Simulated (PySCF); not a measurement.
C6H9NO.
Bonds: C1–C2 (double), C2–C3, C3–C4 (double), C3–C5, C5–O6 (double), C5–N7, N7–C8. Hydrogens: H9, H10 on C1; H11 on C2; H12, H13 on C4; H14 on N7; H15, H16, H17 on C8.

Computed geometry: GFN2-xTB, gas phase.

Q: What internal coordinates does the optimisation give?

A: 
```csv
bond,length (bohr)
C1=C2,2.509
C2–C3,2.751
C3=C4,2.522
C3–C5,2.837
C5=O6,2.294
C5–N7,2.560
N7–C8,2.724
C1–H9,2.034
C1–H10,2.035
C2–H11,2.048
C4–H12,2.036
C4–H13,2.037
N7–H14,1.903
"C8–H15, C8–H16, C8–H17",2.061
```

Bonds in one row agree within 0.02 bohr and their mean is given. A selection of angles:
```csv
angle,degrees
C2–C1–H9,121.8
C2–C1–H10,121.4
H9–C1–H10,116.8
C1–C2–C3,125.2
C1–C2–H11,120.2
C3–C2–H11,114.5
C2–C3–C4,121.6
C2–C3–C5,118.7
C4–C3–C5,119.7
C3–C4–H12,122.2
C3–C4–H13,121.4
H12–C4–H13,116.3
C3–C5–O6,124.0
C3–C5–N7,113.1
O6–C5–N7,122.9
C5–N7–C8,122.6
C5–N7–H14,119.4
C8–N7–H14,118.0
N7–C8–H15,107.3
N7–C8–H16,110.8
H15–C8–H16,109.3
```

Torsions: C1–C2–C3–C4 176° (antiperiplanar); C2–C3–C5–O6 51° (synclinal); C3–C5–N7–C8 -179° (antiperiplanar). The mirror-image conformer, all signs reversed, is as good.

N7 (amide nitrogen) is planar (angles 122.6°, 119.4° and 118.0°, sum 360.0°, 0.00 Å off the plane of its three neighbours). Of the pairs four or more bonds apart, O6···H15 is among the closest relative to their van der Waals radii: 2.33 Å, 86 % of the sum of Bondi's values. The 4 C–C bonds span 1.327 Å (C1=C2, drawn double) to 1.502 Å (C3–C5, drawn single), a spread of 0.175 Å. The C–N distances run from 1.355 Å (C5–N7, drawn single) to 1.442 Å (N7–C8, drawn single), a spread of 0.087 Å.

Point group: C1 (no symmetry element, even within 0.4 Å). Stationary, but not proved a minimum. The numbers are those of one conformer.
